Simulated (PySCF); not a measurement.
# Ionisation energy of Eu⁴⁸⁺ by level of theory

Eu⁴⁸⁺ [Ne] 3s2 3p3 [3p1/2^2 3p3/2^1, M_J = 3/2] → Eu⁴⁹⁺ [Ne] 3s2 3p2 [3p1/2^2, M_J = 0], as a difference of total energies. Computed with PySCF 2.14 in an even-tempered Gaussian basis (18 s from 12 bohr⁻², ratio 2.4; 14 p from 16 bohr⁻², ratio 2.4; 4 d from 56 bohr⁻², ratio 2.6; 4 f from 84 bohr⁻², ratio 2.6), with the two-component X2C-1e Hamiltonian. Correlated levels: 1s2 frozen; the 54 highest virtual spinors dropped. "Screened" scales the spin-orbit matrix elements by Boettger's factors to mimic the two-electron term; Breit and QED terms are absent.

```json
{"method": "GHF (spin-free)", "ionisation energy (eV)": "4198.2"}
{"method": "GMP2 (spin-free)", "ionisation energy (eV)": "4198.6"}
{"method": "GHF (screened spin-orbit)", "ionisation energy (eV)": "4133.8"}
{"method": "GMP2 (screened spin-orbit)", "ionisation energy (eV)": "4134.1"}
```

Breit and QED terms and the two-electron picture change are absent.

The spin-free rows relax to the high-spin LS determinant and lack the spin-orbit shift.

The labels give the starting determinants; with spin-orbit coupling the two ends relaxed to ⟨J²⟩ = 3.75, ⟨L²⟩ = 2.49, ⟨S²⟩ = 1.53 and ⟨J²⟩ = 0.00, ⟨L²⟩ = 1.34, ⟨S²⟩ = 1.34.

For comparison: 4131 ± 4 eV (theoretical estimate listed by NIST; NIST Atomic Spectra Database, ionization energies).
